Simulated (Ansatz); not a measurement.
Geometry optimisation, Ansatz 0.2.0, RKS PBE-D4/STO-3G.

Input file:

```yaml
crystal:
  periodic: [false, false, false]
  atoms:
    - { symbol: O, position_ang: [-0.9022, -0.4192, 1.4593] }
    - { symbol: Si, position_ang: [0.1076, -0.6674, 0.2166] }
    - { symbol: F, position_ang: [-0.399, -1.92648, -0.56129] }
    - { symbol: C, position_ang: [1.84474, -0.49799, 0.2074] }
    - { symbol: "N", position_ang: [1.5721, -1.26409, 1.13664] }
    - { symbol: H, position_ang: [-0.9634, 0.5892, 1.6597] }
    - { symbol: H, position_ang: [2.75045, 0.00118, -0.13294] }
basis:
  gaussian: { orbitals: STO-3G }
hamiltonian:
  xc: pbe
  dispersion: d4
relax:
  f_tol: 0.015
  max_steps: 40
```

Run as:

```bash
$ ansatz run input.yaml --threads 1 --pin off --max-ram 2048MiB --backend cpu --events-out ev --progress --plain --runs-dir out
```

Q: Where does it end, and by what steps?

A: The run converged. Limits of this set-up: minimal basis. After 17 steps the energy has fallen by 1.132 eV; O1 moved furthest, 0.52 Å.

| step | energy less start (eV) | largest force component (eV/Å) | accepted |
| --- | --- | --- | --- |
| 0 | 0.0000 | 5.548 | yes |
| 1 | -0.8239 | 1.262 | yes |
| 2 | -0.9763 | 1.309 | yes |
| 3 | -1.0250 | 0.615 | yes |
| 4 | -1.0520 | 0.416 | yes |
| 5 | -1.0695 | 0.424 | yes |
| 6 | -1.0775 | 0.364 | yes |
| 7 | -1.0965 | 0.147 | yes |
| 8 | -0.9359 | 2.476 | no |
| 9 | -1.1096 | 0.280 | yes |
| 10 | -1.1194 | 0.149 | yes |
| 11 | -1.1229 | 0.378 | yes |
| 12 | -1.1286 | 0.156 | yes |
| 13 | -1.1300 | 0.130 | yes |
| 14 | -1.1312 | 0.050 | yes |
| 15 | -1.1317 | 0.016 | yes |
| 16 | -1.1317 | 0.053 | yes |
| 17 | -1.1317 | 0.008 | yes |

```xyz
7
Properties=species:S:1:pos:R:3
O -1.159 -0.101 1.143
Si 0.130 -0.964 0.391
F -0.558 -2.031 -0.650
C 1.798 -0.386 0.196
N 1.759 -1.310 1.207
H -0.662 0.450 1.864
H 2.702 0.157 -0.165
```

Run time: 73 s on 1 thread of Arm Neoverse N1 (shared host), peak memory 0.17 GiB.
